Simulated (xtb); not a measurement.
Harmonic IR lines of one isomer of H$_{10}$OSi$_{4}$, unscaled. Level of theory: GFN2-xTB in xtb.

```tsv
wavenumber (cm⁻¹)	relative intensity
288	6.2
453	3.9
748	38
760	100
811	29
826	5.9
846	23
2185	33
2202	15
2213	5.8
2226	56
2248	47
```

**Question.** Say which structure gives these lines.
(A) `O[Si]([SiH3])([SiH3])[SiH3]`
(B) `O[Si@@H]([SiH3])[SiH2][SiH3]`
(C) `O[SiH2][SiH]([SiH3])[SiH3]`

**Answer.** A, `O[Si]([SiH3])([SiH3])[SiH3]`
